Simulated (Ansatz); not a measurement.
C3H6Zn. The species carries charge 0 and has multiplicity 1. The bonds changed during the relaxation, so this is another structure than the one it started from. The structure was optimised at the PBE0-D4/def2-TZVP level.

```xyz
10

C     0.563   -0.850    0.660
C     0.465    0.037   -0.532
C     0.009    1.282   -0.520
Zn   -3.228   -0.428   -0.011
H    -0.053   -1.746    0.530
H     1.590   -1.195    0.811
H     0.233   -0.339    1.567
H     0.789   -0.392   -1.479
H    -0.043    1.877   -1.425
H    -0.324    1.754    0.400
```

What is the dipole moment at B3LYP/def2-TZVPP? (Estimate.)

The calculation gave: 0.60 D, with components (0.57, -0.21, 0.03) D in this frame, pointing from negative to positive charge.

And with PBE, r2SCAN, ωB97M-V? (An estimate is asked.)

Ansatz gave: PBE 0.60 D, r2SCAN 0.66 D, ωB97M-V 0.57 D.

Give the Mulliken charges with B3LYP, r2SCAN, PBE in def2-TZVPP. (Estimate.)

Ansatz gave: 
```json
{"atom": "C1", "B3LYP": "-0.20", "r2SCAN": "-0.08", "PBE": "-0.19"}
{"atom": "C2", "B3LYP": "-0.11", "r2SCAN": "-0.08", "PBE": "-0.11"}
{"atom": "C3", "B3LYP": "-0.24", "r2SCAN": "-0.22", "PBE": "-0.21"}
{"atom": "Zn4", "B3LYP": "0.00", "r2SCAN": "-0.01", "PBE": "-0.01"}
{"atom": "H5", "B3LYP": "0.08", "r2SCAN": "0.05", "PBE": "0.08"}
{"atom": "H6", "B3LYP": "0.09", "r2SCAN": "0.06", "PBE": "0.09"}
{"atom": "H7", "B3LYP": "0.08", "r2SCAN": "0.04", "PBE": "0.08"}
{"atom": "H8", "B3LYP": "0.10", "r2SCAN": "0.07", "PBE": "0.09"}
{"atom": "H9", "B3LYP": "0.10", "r2SCAN": "0.09", "PBE": "0.10"}
{"atom": "H10", "B3LYP": "0.09", "r2SCAN": "0.08", "PBE": "0.08"}
```

B3LYP here is the variant with VWN-RPA as its local correlation; programs differ in this.
